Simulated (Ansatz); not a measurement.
Basis-set extrapolation for CH7Al2BO, SMILES `[BH2][Al]([CH3])[O][AlH2]` (PBE0-D4/def2-TZVP geometry, frozen core, Ansatz). Multiplicity 1, RHF reference.

```
                      def2-TZVPP   def2-QZVPP
                 HF  -625.478052  -625.499802
    MP2 correlation    -0.666275    -0.714430
CCSD(T) correlation    -0.743622      not run
```

Energies in hartree. Use E(X) = E(∞) + A·exp(−7.88·√X) for Hartree–Fock and E(X) = E(∞) + B·X^(−2.97) for correlation, with X = 3 and 4, and add CCSD(T) minus MP2 of the smaller set to the MP2 limit.

Problem. What is the CCSD(T) energy at the basis-set limit?

Solution. HF limit: -625.499802 + (-0.021750) × 0.13774 = -625.50280. MP2 limit: -0.714430 + (-0.048155) × 0.74074 = -0.75010. Higher-order term: -0.743622 − (-0.666275) = -0.07735. Total: -626.33025 hartree, 285.1 kJ/mol below CCSD(T)/def2-TZVPP.
